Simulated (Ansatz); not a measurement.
Species: C4H6S, charge 0, multiplicity 1. SMILES: C1=CCSC1
Coordinates optimised at B3LYP-D3(BJ)/def2-TZVP (Ansatz, a program for electronic structure):
```xyz
11

C     -1.3436     0.0597    -0.0770
C     -0.7208    -1.3022    -0.0537
C      0.6008    -1.3627     0.0220
C      1.3435    -0.0632     0.0769
S      0.0562     1.2477     0.0148
H     -1.9152     0.2296    -0.9922
H     -2.0168     0.2132     0.7694
H     -1.3523    -2.1815    -0.0983
H      1.1506    -2.2959     0.0451
H      1.9270     0.0329     0.9953
H      2.0287     0.0492    -0.7663
```

Wanted: enthalpy of formation at 298 K, in kcal/mol. Conventions: 6-311+G** with 5d, 6d on Na to Ar in Ansatz; LANL2DZ with its own core potentials from Na on; non-relativistic; open shells spin-unrestricted; valence correlation only; six Cartesian d functions in 6-31G* and its kin unless marked 5d; dispersion terms only where a functional's name holds one; spin-orbit terms left out. CBS(X,Y): correlation extrapolated as X^-3; Hartree-Fock from the larger set. [CCSD(T)-MP2]/basis is that difference in the basis named. Ab initio and DFT rows: single points at B3LYP-D3(BJ) geometries (Ansatz), with unscaled harmonic terms from B3LYP/6-31G* (Ansatz) at its own minima, enthalpies of formation by atomisation with measured atoms.

Measured values: CRC Handbook, as tabulated in the package chemicals; they hold spin-orbit and core effects, anharmonicity. 

Value to compare with, the measured value: 20.8 kcal/mol.

```csv
level,program,enthalpy of formation at 298 K (kcal/mol),error
PBE/STO-3G,Ansatz,-220.0,-240.8
PBE/3-21G,Ansatz,10.4,-10.4
PBE/LANL2DZ,Ansatz,33.1,12.3
PBE/6-31G*,Ansatz,-6.6,-27.4
PBE/def2-SVP,Ansatz,-11.5,-32.3
PBE/6-311+G**,Ansatz,3.0,-17.8
PBE/def2-TZVPD,Ansatz,-4.8,-25.6
"RI-MP2/CBS(aug-cc-pV(T+d)Z,aug-cc-pV(Q+d)Z)+[CCSD(T)-MP2]/aug-cc-pV(T+d)Z",Ansatz,21.5,0.7
```

Among the 6 habitual levels, PBE/STO-3G lies farthest from the measured value (-240.8 kcal/mol); 1 of 6 lie above it, and their mean absolute error is 56.8 kcal/mol, the median 22.6. One case shows no general order.

The sets are all those run for this method; left out are runs that failed, that the program found above a lower state of the same kind, or whose <S^2> lies over 0.5 above the pure value.
